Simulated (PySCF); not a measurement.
**Property card for `[CH2]CC[C@@H](C)C=C` [radical]**

C₇H₁₃ (doublet state).
Atom-mapped SMILES: `[CH2:1][CH2:2][CH2:3][C@@H:4]([CH3:5])[CH:6]=[CH2:7]` (hydrogens: H8, H9 on C1; H10, H11 on C2; H12, H13 on C3; H14 on C4; H15, H16, H17 on C5; H18 on C6; H19, H20 on C7)

GFN2-xTB geometry:

| Quantity | Value |
| --- | --- |
| Point group of the GFN2-xTB geometry | C1 |
| Rotational constants A, B, C of the GFN2-xTB geometry | 3.666, 1.612, 1.202 GHz |

UKS B3LYP, pcH-1 on C H, non-relativistic, mean-field spin-orbit, GIAO (PySCF):

| Item | Value |
| --- | --- |
| Isotropic g value | 2.00262 |
| Principal g values | 2.00219, 2.00276, 2.00292 |
| Spin squared ⟨S²⟩ | 0.754 |
| Largest Mulliken spin population | 1.08 on C1 |
| Largest isotropic hyperfine couplings (means over sets of like nuclei) | 1H +158.4 (H10), 13C +89.8 (C1), 1H -63.1 (H8/H9), 1H +40.5 (H11), 13C -33.4 (C2) MHz |

Monoisotopic mass (most abundant isotopes): 97.1017 u.

At 9.50 GHz, hν = g·μB·B₀ (B₀ the magnetic field) puts the centre of the isotropic spectrum, to first order, at 338.9 mT. g_iso is shifted by about +300 ppm from the free-electron value 2.002319; the principal values span 0.0007. ⟨S²⟩ is 0.004 above the pure-spin value S(S + 1) = 0.75. With B = h/(8π²I), that is 505.379 GHz u Å² over I, the principal moments of inertia are 137.9, 313.5 and 420.4 u Å² (most abundant isotopes); the inertial defect Ic − Ia − Ib is -31.0 u Å² (zero for a rigid planar frame, negative otherwise). The rotational constants make it an asymmetric top with κ = (2B − A − C)/(A − C) = -0.67, nearer the prolate limit (−1).

One conformer (not necessarily the lowest) at the GFN2-xTB geometry, without solvent or vibrations. GFN2-xTB frequencies show an imaginary mode (32i cm⁻¹), so this geometry is no minimum at that level. Hyperfine couplings depend on the geometry, which wasn't re-optimised at a DFT level. Couplings of like nuclei are plain means over topologically equivalent atoms, as if these changed places fast (by rotation of a methyl-like group, say); in this geometry the members of some sets differ.

The values belong to the conformer `[CH2:1][CH2:2][CH2:3][C@@H:4]([CH3:5])[CH:6]=[CH2:7]`: C1–C2–C3–C4 -177°, C2–C3–C4–C5 176°, C3–C4–C6–C7 122°.
